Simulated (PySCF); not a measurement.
F4Ge, singlet, at a GFN2-xTB geometry; PySCF with R2SCAN/3-21G.

Input for PySCF:
```python
from pyscf import gto, scf, dft

mol = gto.M(
    atom='''
F     1.28249365   -1.06843622   -0.11172530
Ge   -0.00000000   -0.00000000   -0.00000000
F     0.58041552    1.56903814    0.00809899
F    -1.01772117   -0.21135552   -1.31087792
F    -0.84518800   -0.28924641    1.41450423
''',
    basis='3-21g',
    verbose=4,
)

mf = dft.RKS(mol)
mf.xc = 'r2scan'
mf.small_rho_cutoff = 0
mf.kernel()
```

Output, abridged:

```
PySCF version 2.14.0

[INPUT] verbose = 4
[INPUT] num. atoms = 5
[INPUT] num. electrons = 68
[INPUT] charge = 0
[INPUT] spin (= nelec alpha-beta = 2S) = 0
[INPUT] symmetry False subgroup None
[INPUT] Mole.unit = angstrom
[INPUT] Symbol           X                Y                Z      unit          X                Y                Z       unit  Magmom
[INPUT]  1 F      1.282493650000  -1.068436220000  -0.111725300000 AA    2.423561754994  -2.019051837366  -0.211130218185 Bohr   0.0
[INPUT]  2 Ge     0.000000000000   0.000000000000   0.000000000000 AA    0.000000000000   0.000000000000   0.000000000000 Bohr   0.0
[INPUT]  3 F      0.580415520000   1.569038140000   0.008098990000 AA    1.096826371247   2.965052363597   0.015304872986 Bohr   0.0
[INPUT]  4 F     -1.017721170000  -0.211355520000  -1.310877920000 AA   -1.923214282472  -0.399404047715  -2.477200251540 Bohr   0.0
[INPUT]  5 F     -0.845188000000  -0.289246410000   1.414504230000 AA   -1.597173843769  -0.546596497414   2.673025596739 Bohr   0.0

nuclear repulsion = 458.527163445269
number of shells = 30
number of NR pGTOs = 114
number of NR cGTOs = 58
basis = 3-21g
ecp = {}

******** <class 'pyscf.dft.rks.RKS'> ********
method = RKS
initial guess = minao
damping factor = 0
level_shift factor = 0
DIIS = <class 'pyscf.scf.diis.CDIIS'>
diis_start_cycle = 1
diis_space = 8
diis_damp = 0
SCF conv_tol = 1e-09
SCF conv_tol_grad = None
SCF max_cycles = 50
direct_scf = True
direct_scf_tol = 1e-13
XC library pyscf.dft.libxc version 7.1.2
    S. Lehtola, C. Steigemann, M. J. T. Oliveira, and M. A. L. Marques,  SoftwareX 7, 1–5 (2018)
XC functionals = r2scan
    J. W. Furness, A. D. Kaplan, J. Ning, J. P. Perdew, and J. Sun,  J. Phys. Chem. Lett. 11, 8208–8215 (2020)
    J. W. Furness, A. D. Kaplan, J. Ning, J. P. Perdew, and J. Sun,  J. Phys. Chem. Lett. 11, 9248–9248 (2020)
    J. W. Furness, A. D. Kaplan, J. Ning, J. P. Perdew, and J. Sun,  J. Phys. Chem. Lett. 11, 8208–8215 (2020)
    J. W. Furness, A. D. Kaplan, J. Ning, J. P. Perdew, and J. Sun,  J. Phys. Chem. Lett. 11, 9248–9248 (2020)
radial grids:
    Treutler-Ahlrichs [JCP 102, 346 (1995); DOI:10.1063/1.469408] (M4) radial grids

becke partition: Becke, JCP 88, 2547 (1988); DOI:10.1063/1.454033
pruning grids: <function nwchem_prune>
grids dens level: 3
symmetrized grids: False
atomic radii adjust function: <function treutler_atomic_radii_adjust>
small_rho_cutoff = 0
Set gradient conv threshold to 3.16228e-05
Initial guess from minao.
tot grids = 77688
init E= -2462.61137526022
  HOMO = -0.509825380322068  LUMO = -0.123634982184822  gap/eV = 10.50878
cycle= 1 E= -2463.90965169903  delta_E= -1.3  |g|= 0.985  |ddm|= 2.11
  HOMO = -0.269187048737406  LUMO = -0.0353769295879562  gap/eV = 6.36230
cycle= 2 E= -2463.72979117521  delta_E= 0.18  |g|= 1.48  |ddm|= 1.77
  HOMO = -0.365623021932484  LUMO = -0.0644973737506458  gap/eV = 8.19405
cycle= 3 E= -2464.07361472498  delta_E= -0.344  |g|= 0.0111  |ddm|= 1.03
  HOMO = -0.36495346762513  LUMO = -0.0637744691644881  gap/eV = 8.19550
cycle= 4 E= -2464.07363065449  delta_E= -1.59e-05  |g|= 0.0019  |ddm|= 0.00673
  HOMO = -0.365090669686388  LUMO = -0.0637955410307685  gap/eV = 8.19866
cycle= 5 E= -2464.07363125992  delta_E= -6.05e-07  |g|= 9.91e-05  |ddm|= 0.00153
  HOMO = -0.365105563882159  LUMO = -0.0638136412910342  gap/eV = 8.19857
cycle= 6 E= -2464.07363126006  delta_E= -1.46e-10  |g|= 9.32e-05  |ddm|= 0.000123
  HOMO = -0.365107526953891  LUMO = -0.0638147035561993  gap/eV = 8.19860
cycle= 7 E= -2464.07363126142  delta_E= -1.36e-09  |g|= 6.81e-06  |ddm|= 6.13e-05
  HOMO = -0.365107250502777  LUMO = -0.063813751763917  gap/eV = 8.19861
cycle= 8 E= -2464.07363126144  delta_E= -1.73e-11  |g|= 1.32e-07  |ddm|= 8.84e-06
  HOMO = -0.365107299459563  LUMO = -0.0638138047670638  gap/eV = 8.19861
Extra cycle  E= -2464.07363126144  delta_E= -9.09e-13  |g|= 1e-07  |ddm|= 1.2e-07
converged SCF energy = -2464.07363126144
```
